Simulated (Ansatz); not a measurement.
Reaction (cleavage of the Si–B bond): `[SiH3]B([SiH3])[SiH3]` + CH₃OH → `CO[SiH3]` + `[SiH3]B[SiH3]`

Computed with Ansatz on PBE0-D4/def2-TZVP structures; ΔE is electronic, products minus reactants. CCSD(T)/CBS adds triple-zeta CCSD(T) − MP2 to the extrapolated MP2 energy (def2 sets, frozen cores). This one scheme is used for every species. DFT in def2-TZVPP.

`[SiH3]B([SiH3])[SiH3]`:

Z-matrix (Å, degrees):
```
Si
B 1 1.999
H 1 1.489 2 113.4
H 1 1.488 2 114.9 3 125.9
H 1 1.496 2 103.6 3 -116.4
Si 2 2.000 1 122.0 3 -156.0
Si 2 1.999 1 119.0 3 27.7
H 6 1.488 2 114.9 1 30.4
H 6 1.489 2 113.5 1 156.4
H 6 1.496 2 103.6 1 -87.2
H 7 1.497 2 102.7 1 -91.9
H 7 1.489 2 114.5 1 24.8
H 7 1.489 2 114.5 1 151.4
```

CH₃OH:

Cartesian coordinates in Å:
```
C -0.226 0.258 -0.095
O 0.539 -0.539 0.779
H -0.762 0.982 0.520
H -0.966 -0.326 -0.655
H 0.396 0.812 -0.808
H 1.019 -1.187 0.259
```

`CO[SiH3]`:

Z-matrix (Å, degrees):
```
C
O 1 1.408
H 1 1.091 2 108.3
H 1 1.096 2 111.5 3 119.2
H 1 1.096 2 111.5 3 -119.2
Si 2 1.642 1 122.4 3 -179.7
H 6 1.481 2 106.5 1 179.8
H 6 1.490 2 110.9 1 59.7
H 6 1.490 2 110.9 1 -60.1
```

`[SiH3]B[SiH3]`:

```xyz
10

Si    1.550    0.879   -0.135
B    -0.260    0.412    0.590
Si   -1.487   -0.971   -0.188
H     2.504    0.012    0.623
H     1.932    2.297    0.111
H     1.721    0.585   -1.584
H    -0.584    0.912    1.630
H    -1.191   -2.224    0.572
H    -1.258   -1.249   -1.631
H    -2.928   -0.650    0.011
```

```
                species  ωB97X-V energy (Eh)
`[SiH3]B([SiH3])[SiH3]`           -898.57258
                  CH₃OH           -115.73250
             `CO[SiH3]`           -406.42440
        `[SiH3]B[SiH3]`           -607.91386
```

(1) Work out ΔE.

Largest T1 diagnostic among the species: 0.015.

## Answers

(1) ΔE = (-406.42440) + (-607.91386) − (-898.57258) − (-115.73250) = -0.03318 Eh = -87.1 kJ/mol. CCSD(T)/CBS gives -85.5 kJ/mol.

Leaving LDA and LC-ωPBE aside and taking each functional with its dispersion term where it has one, the values, not all of them listed here, spread over 31.2 kJ/mol, from B2PLYP to PBE-D4. At CCSD(T), def2-SVP lies +7.3 kJ/mol from the extrapolated value and def2-TZVPP −1.0 kJ/mol. The D4 term adds +6.6 kJ/mol with B3LYP and +3.9 kJ/mol with PBE0; it sums over pairs of atoms, weighted by their polarisabilities, and B3LYP, whose exchange is more repulsive, gets the larger term.

B3LYP here is the variant with VWN-RPA as its local correlation; programs differ in this.
